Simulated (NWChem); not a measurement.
# C₄H₇N; SMILES C=C1CNC1

```xyz
12

C      0.0673    -1.9374     0.0000
C     -0.0149    -0.6128     0.0000
C     -0.0455     0.4710     1.0660
N      0.2046     1.4838     0.0000
C     -0.0455     0.4710    -1.0660
H      0.1022    -2.5065     0.9259
H      0.1022    -2.5065    -0.9259
H      0.7347     0.4351     1.8376
H     -1.0224     0.5575     1.5683
H     -0.4591     2.2544     0.0000
H     -1.0224     0.5575    -1.5683
H      0.7347     0.4351    -1.8376
```
Atoms are numbered in this order, from 1.

All runs: NWChem. Pople sets run with spherical d functions. Coordinates come from a B3LYP/6-31G* (spherical d) optimisation. Level: B3LYP/6-31G* with SMD (1 M gas to 1 M solution), gas-phase geometry.

Q: Estimate the computed values for solvent toluene. Quantities: solvation free energy (kcal/mol); cavity-dispersion-structure term (kcal/mol); dipole in solution (D).

A: 
```yaml
solvation free energy (kcal/mol): -4.1
cavity-dispersion-structure term (kcal/mol): -1.3
dipole in solution (D): 1.59
```
